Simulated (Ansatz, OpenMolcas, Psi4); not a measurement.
C2HF2Ge (SMILES C#[C][Ge]([F])[F]): methods side by side

C2HF2Ge has 6 atoms, charge 0, and is taken as a doublet. SMILES: `C#[C][Ge]([F])[F]`. The shape is that of a PBE0-D4/def2-TZVP optimisation.

Each level gives the vertical ionisation energy (to the singlet cation) (eV). The values are calculated.

```
                                                                level                   kind     program  value (eV)
                                  USVWN5/6-31G* (spherical functions)                    LDA      Ansatz        9.49
                                U-r2SCAN/6-31G* (spherical functions)               meta-GGA  OpenMolcas        9.71
                                   UTPSS/6-31G* (spherical functions)               meta-GGA  OpenMolcas        9.43
                                  UB3LYP/6-31G* (spherical functions)          global hybrid  OpenMolcas        9.67
                                 UM06-2X/6-31G* (spherical functions)        hybrid meta-GGA        Psi4        9.86
                                   UPBE0/6-31G* (spherical functions)          global hybrid      Ansatz        9.76
UB2PLYP/6-31G* (density fitting for correlation, spherical functions)          double hybrid        Psi4        9.55
                                   UCCSD/6-31G* (spherical functions)  coupled cluster or CI      Ansatz        9.60
```

All-electron rows without a relativistic Hamiltonian named are non-relativistic. The values span 9.43 to 9.86 eV. In the correlated wave-function rows the outer d shell of Ge is correlated, in sets not made for it.
